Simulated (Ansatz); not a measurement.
`[F][InH][CH2]BS` + `CCO[SiH3]` → `[F][InH][CH2]O[SiH3]` + `CCBS`  (redistribution)

Calculated with Ansatz (gas phase, PBE0-D4/def2-TZVP geometries, no zero-point term in ΔE). CCSD(T)/CBS is the MP2 limit (def2-TZVPP, def2-QZVPP) plus CCSD(T) − MP2 in def2-TZVPP, frozen cores. This one scheme is used for every species. DFT in def2-TZVPP. def2 core potentials past Kr. For In outer-core shells are correlated without core-valence functions, which leaves a few kJ/mol of doubt a bond. One conformer a species, not always the lowest.

| level | ΔE (kJ/mol) | difference from CCSD(T)/CBS |
| --- | --- | --- |
| LDA (SPW92) | 65.6 | -4.4 |
| revPBE-D4 | 63.0 | -7.0 |
| BLYP-D4 | 60.0 | -10.0 |
| r2SCAN-D4 | 68.6 | -1.4 |
| ωB97X-V | 65.0 | -5.0 |
| PBE-QIDH | 72.0 | 2.0 |
| PBE0 | 65.9 | -4.1 |
| HF/def2-QZVPP | 68.8 | -1.2 |
| SCS-MP2/def2-QZVPP | 72.4 | 2.4 |
| HF/CBS(def2) | 68.7 | -1.3 |
| CCSD(T)/CBS | 70.0 | 0 |

Task: What do rigid-rotor, harmonic-oscillator terms from PBE0-D4/def2-TZVP frequencies (298.15 K, 1 bar) make of the CCSD(T)/CBS value? (Estimate.)

Result: Computed: ΔZPE = -1.6 kJ/mol, ΔH = +68.2 kJ/mol, ΔS = -4 J/(mol·K), ΔG = +69.6 kJ/mol. Modes under 50 cm⁻¹ make the entropy rough.

Largest T1 diagnostic among the species: 0.015.

Leaving LDA and LC-ωPBE aside and taking each functional with its dispersion term where it has one, the values spread over 12.0 kJ/mol, from BLYP-D4 to PBE-QIDH. LDA lies +4.1 kJ/mol from PBE without D4. From BLYP to BHLYP (50 % exact exchange), in def2-TZVPP and without D4, ΔE moves by +9.5 kJ/mol.

CCSD(T)/CBS has its own doubt, a few kJ/mol and more with outer-core shells, so smaller differences from it don't rank the levels.
